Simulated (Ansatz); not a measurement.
The same atomization along the group B, Al, In.

Computed with Ansatz on PBE0-D4/def2-TZVP structures; ΔE is electronic, products minus reactants. CCSD(T)/CBS is the MP2 limit (def2-TZVPP, def2-QZVPP) plus CCSD(T) − MP2 in def2-TZVPP, frozen cores. This one scheme is used for every species, atoms too. DFT in def2-TZVPP. Open shells (•) are unrestricted, without spin–orbit coupling. Spin–orbit coupling would lower the free atoms: a little for Al, B, C, F; strongly for I, In. Elements past krypton have def2 core potentials. For I, In outer-core shells are correlated without core-valence functions, so the limit isn't a true one: a few kJ/mol of doubt a bond, and 10 to 20 or more in all where bonds break to atoms. Each species was taken in one conformer, which may not be the lowest.

| reaction | CCSD(T)/CBS(def2) (kJ/mol) |
| --- | --- |
| `FCBI` → B• + C• + F• + 3 H• + I• | 2412 |
| `F[CH2][AlH][I]` → Al• + C• + F• + 3 H• + I• | ? |
| `F[CH2][InH][I]` → In• + C• + F• + 3 H• + I• | 2025 |

Q: Fill in the missing values. (An estimate is asked.)

A: The calculation gave: `F[CH2][AlH][I]` → Al• + C• + F• + 3 H• + I•: +2192.6 kJ/mol.

Largest T1 diagnostic: 0.018, for Al•.

For atomizations the MP2-based limit and the directly extrapolated one differ by several kJ/mol either way, and by 10 to 25 for some Ge, Se and Sn compounds, so smaller differences from it don't rank the levels.
